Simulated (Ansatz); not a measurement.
Gas-phase electronic energies from Ansatz, PBE0-D4/def2-TZVP geometries. CBS: MP2 limit from def2 TZ/QZ plus the TZ coupled-cluster correction, frozen cores. This one scheme is used for every species. DFT in def2-TZVPP. B3LYP here is the variant with VWN-RPA as its local correlation; programs differ in this. For Ge outer-core shells are correlated without core-valence functions, which leaves a few kJ/mol of doubt a bond. Scalar relativity is left out up to krypton. Each species was taken in one conformer, which may not be the lowest.

Consider the ligand exchange at a B–C bond: `BCOCO` + `O[SiH2][GeH2][F]` → `BO[SiH2][GeH2][F]` + `COCO`.

**Question.** Is it downhill or uphill in electronic energy at CCSD(T)/CBS, and by how much? (An estimate is asked.)

**Answer.** The calculation gave: Downhill: ΔE = -1.38 eV.

**Question.** What do these levels give: PBE-D4, B3LYP-D4, ωB97X-V, HF/def2-TZVPP, CCSD(T)/def2-TZVPP, HF/CBS(def2)? (Estimate.)

**Answer.** The calculation gave: PBE-D4 -1.29, B3LYP-D4 -1.41, ωB97X-V -1.35, HF/def2-TZVPP -1.53, CCSD(T)/def2-TZVPP -1.42, HF/CBS(def2) -1.55 eV.

Largest T1 diagnostic among the species: 0.013.

From PBE to PBE0 (25 % exact exchange), in def2-TZVPP and without D4, ΔE moves by −0.03 eV. In def2-TZVPP, CCSD(T) changes the Hartree–Fock value by +0.12 eV (the triples alone add +0.01 eV) and MP2 by +0.11 eV.
